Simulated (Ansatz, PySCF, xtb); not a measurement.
Energy difference 3 R1 + R2 → P1 + 2 P2 + P3, each structure at its B3LYP-D3(BJ)/def2-TZVP stationary point, reached from a drawn start (curvature not checked).
P1: CH4 (SMILES C), charge 0, multiplicity 1.
R1: H2 (SMILES [H][H]), charge 0, multiplicity 1.
P2, HF (SMILES F) (charge 0, multiplicity 1):
```xyz
2

F      0.0000     0.0000     0.4622
H      0.0000     0.0000    -0.4622
```
P3, SiH4 (SMILES [SiH4]) (charge 0, multiplicity 1, Z-matrix in Å and degrees):
```
Si
H 1 1.4803
H 1 1.4803 2 109.47
H 1 1.4803 2 109.47 3 120.00
H 1 1.4803 2 109.47 3 -120.00
```
R2: CH4F2Si (SMILES C[SiH](F)F), charge 0, multiplicity 1.

```
level                   reaction energy (eV)  minus CCSD(T)/cc-pV(Q+d)Z
----------------------  --------------------  -------------------------
GFN1-xTB                               2.162                     -0.253
PBE-D3(BJ)/def2-TZVPP                  2.231                     -0.184
PBE-D4/def2-TZVPP                      2.248                     -0.167
BLYP-D3(BJ)/def2-TZVPP                 2.385                     -0.029
revPBE/def2-TZVPP                      2.126                     -0.289
revPBE-D4/def2-TZVPP                   2.283                     -0.131
r2SCAN/def2-TZVPP                      2.509                      0.095
r2SCAN-D4/def2-TZVPP                   2.524                      0.109
wB97M-V/def2-TZVPP                     2.415                      0.000
MP2/cc-pV(D+d)Z                        2.025                     -0.390
MP2/cc-pV(T+d)Z                        2.506                      0.091
MP2/cc-pV(Q+d)Z                        2.544                      0.129
CCSD(T)/cc-pV(D+d)Z                    1.819                     -0.595
CCSD(T)/cc-pV(Q+d)Z                    2.414                      0.000
```

 The comparison column counts from a level with limits of its own.

P less R. No zero-point or thermal terms.

Cores are frozen in the correlated methods.

The values were computed with Ansatz (a first-principles code); PySCF for the D3/D4 terms; xtb for the GFN methods. Each number belongs to the level named beside it.
